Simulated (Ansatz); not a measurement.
Ge(OEt)2Me2 (C₆H₁₆GeO₂). Total charge 0; singlet. Geometry PBE-D4/def2-SVP.

```xyz
25

Ge    0.8609   -0.1799    0.6555
O    -0.5945    0.2201    1.6339
C    -1.8902   -0.0362    1.1061
C    -2.9249    0.6445    1.9886
H    -1.9714    0.3429    0.0595
H    -2.0938   -1.1362    1.0667
H    -3.9519    0.4542    1.6153
H    -2.8549    0.2699    3.0299
H    -2.7546    1.7397    2.0082
O     0.5968    0.7108   -0.8978
C     0.9372    0.1914   -2.1710
C     0.0857    0.8741   -3.2331
H     2.0206    0.3670   -2.3909
H     0.7849   -0.9153   -2.2260
H     0.3604    0.5224   -4.2488
H    -0.9908    0.6633   -3.0661
H     0.2269    1.9733   -3.1911
C     0.9673   -2.1113    0.3175
H     1.8801   -2.3693   -0.2545
H     0.0820   -2.4608   -0.2487
H     0.9971   -2.6424    1.2891
C     2.3442    0.6023    1.6446
H     2.4017    0.1584    2.6572
H     2.1802    1.6924    1.7394
H     3.3009    0.4248    1.1165
```

The 6-31G sets use Cartesian d functions. B3LYP takes the VWN-RPA correlation.

Estimate the orbital energies around the gap (eV) in Ansatz with HF/STO-3G, HF/6-31G, PBE-D4/def2-TZVP, r2SCAN-D4/def2-TZVP, B3LYP-D4/6-31G.


| orbital | HF/STO-3G | HF/6-31G | PBE-D4/def2-TZVP | r2SCAN-D4/def2-TZVP | B3LYP-D4/6-31G |
| --- | --- | --- | --- | --- | --- |
| HOMO−5 | -11.91 | -13.55 | -8.40 | -8.75 | -9.52 |
| HOMO−4 | -10.68 | -12.35 | -7.63 | -7.91 | -8.71 |
| HOMO−3 | -9.16 | -11.87 | -6.76 | -7.07 | -7.70 |
| HOMO−2 | -8.81 | -11.68 | -6.75 | -7.06 | -7.64 |
| HOMO−1 | -8.25 | -11.28 | -5.97 | -6.29 | -6.99 |
| HOMO | -8.06 | -10.98 | -5.87 | -6.18 | -6.88 |
| LUMO | 11.05 | 4.59 | -0.16 | 0.43 | 1.03 |
| LUMO+1 | 11.65 | 5.32 | 0.68 | 1.16 | 1.72 |
| LUMO+2 | 12.57 | 5.59 | 0.71 | 1.31 | 1.90 |
| LUMO+3 | 14.47 | 5.89 | 0.80 | 1.40 | 2.23 |
| LUMO+4 | 16.97 | 6.79 | 1.12 | 1.83 | 2.99 |
| LUMO+5 | 17.20 | 6.98 | 1.16 | 1.90 | 3.14 |
